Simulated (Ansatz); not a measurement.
A first, cheap relaxation of `[CH3][Sn]([Cl])([Cl])[Cl]`.

```yaml
crystal:
  periodic: [false, false, false]
  atoms:
    - {symbol: C, position_ang: [-0.819100, -0.314800, 0.841600]}
    - {symbol: Sn, position_ang: [0.631600, 0.188100, -0.627300]}
    - {symbol: Cl, position_ang: [2.466900, -1.207100, -0.308700]}
    - {symbol: Cl, position_ang: [-0.162900, -0.145100, -2.789500]}
    - {symbol: Cl, position_ang: [1.288900, 2.434300, -0.408800]}
    - {symbol: H, position_ang: [-1.175200, -1.314200, 0.718200]}
    - {symbol: H, position_ang: [-0.430500, -0.104500, 1.851400]}
    - {symbol: H, position_ang: [-1.707600, 0.406200, 0.667500]}
basis:
  gaussian: {orbitals: def2-SVP}
hamiltonian: {xc: pbe, dispersion: d4}
relax: {f_tol: 0.03, max_steps: 200}
```

```sh
$ ansatz run in.yaml --threads 4 --pin off --events-out ev --progress --plain --max-ram 10444MiB
```

Shortened log:

```
Functional definition: PBE
mean field -44459.36413631 eV, -1633.8514963700 hartree, gradient 1.9e-5 eV, S^2 0.000000; 0 other end points of the search recorded, 0 dependent functions left out
relax step   1: F+E_penalty+E_count = -44459.62881823 eV  Δ(F+E_penalty+E_count) = +0.000e0 eV  max|allowed force component| = 2.424e0 eV/Å  Δτ_max = 0.0000 Å  (27 SCF iters, accepted)
mean field -44459.46022940 eV, -1633.8550277258 hartree, gradient 1.2e-5 eV, S^2 0.000000; 0 other end points of the search recorded, 0 dependent functions left out
relax step   2: F+E_penalty+E_count = -44459.72111998 eV  Δ(F+E_penalty+E_count) = -9.230e-2 eV  max|allowed force component| = 5.354e-1 eV/Å  Δτ_max = 0.1142 Å  (28 SCF iters, accepted)
mean field -44459.47702739 eV, -1633.8556450408 hartree, gradient 1.4e-5 eV, S^2 0.000000; 0 other end points of the search recorded, 0 dependent functions left out
relax step   3: F+E_penalty+E_count = -44459.73861514 eV  Δ(F+E_penalty+E_count) = -1.750e-2 eV  max|allowed force component| = 1.684e-1 eV/Å  Δτ_max = 0.0604 Å  (26 SCF iters, accepted)
mean field -44459.47889344 eV, -1633.8557136169 hartree, gradient 1.5e-5 eV, S^2 0.000000; 0 other end points of the search recorded, 0 dependent functions left out
relax step   4: F+E_penalty+E_count = -44459.74045216 eV  Δ(F+E_penalty+E_count) = -1.837e-3 eV  max|allowed force component| = 4.722e-2 eV/Å  Δτ_max = 0.0180 Å  (27 SCF iters, accepted)
mean field -44459.47904136 eV, -1633.8557190527 hartree, gradient 1.5e-5 eV, S^2 0.000000; 0 other end points of the search recorded, 0 dependent functions left out
relax step   5: F+E_penalty+E_count = -44459.74072457 eV  Δ(F+E_penalty+E_count) = -2.724e-4 eV  max|allowed force component| = 3.463e-3 eV/Å  Δτ_max = 0.0098 Å  (27 SCF iters, accepted)
mean field -44459.47904136 eV, -1633.8557190527 hartree, gradient 1.5e-5 eV, S^2 0.000000; 1 other end points of the search recorded, 0 dependent functions left out
Total energy: -44459.74076311 eV, -1633.8653371495 hartree
Atom 0 at    -0.882838    -0.279487     0.857775 Å, force     0.000761     0.000196    -0.000042 eV/Å
Atom 1 at     0.626102     0.179775    -0.601826 Å, force    -0.003188    -0.000827     0.003463 eV/Å
Atom 2 at     2.537132    -1.178025    -0.338746 Å, force     0.000270    -0.000541     0.000722 eV/Å
Atom 3 at    -0.158117    -0.144093    -2.802918 Å, force    -0.001310    -0.000541    -0.000250 eV/Å
Atom 4 at     1.339846     2.422498    -0.441941 Å, force     0.000100     0.000878     0.000359 eV/Å
Atom 5 at    -1.187434    -1.332694     0.716695 Å, force     0.001197    -0.001084    -0.002276 eV/Å
Atom 6 at    -0.445410    -0.127600     1.861542 Å, force     0.002015     0.000296     0.000100 eV/Å
Atom 7 at    -1.737180     0.402527     0.693819 Å, force     0.000154     0.001622    -0.002076 eV/Å
Dipole moment:    -0.504847    -0.153890     0.487686 e Å
```

Hardware: 4 threads of an Intel Xeon Platinum 8488C on a shared host. Wall time 6 s, peak host memory 0.2 GiB.
